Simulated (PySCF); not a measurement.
Mo(NH)(S)(Cl)(SH) (ClH₂MoNS₂), SMILES [NH]=[Mo](=[S])([SH])[Cl], multiplicity 1. The structure is a stationary point at PBE-D3(BJ)/def2-SVP. The multiplicity is an assumed one; no other spin state was optimised. The structure was generated by enumeration; whether it is a known compound was not checked. The def2 effective core potentials stand for the cores of Mo; spin–orbit coupling is left out. One conformer was computed; it need not be the lowest.

### Question
Give the equilibrium geometry at PBE-D3(BJ)/def2-SVP (PySCF confirms it by a frequency run) as Cartesian coordinates in Å. (Estimate from the structure and the level; the computed values follow.)

### Answer
Several could match; the one computed here: 
```xyz
7

Mo     0.1252    -0.0976    -0.1268
N      0.8100    -1.1372    -1.3278
H      1.5414    -1.7823    -1.6583
S      1.3177    -0.1339     1.6365
Cl    -0.0416     2.0294    -0.9471
S     -1.9182    -1.1305     0.2967
H     -2.1569    -0.4267     1.4448
```
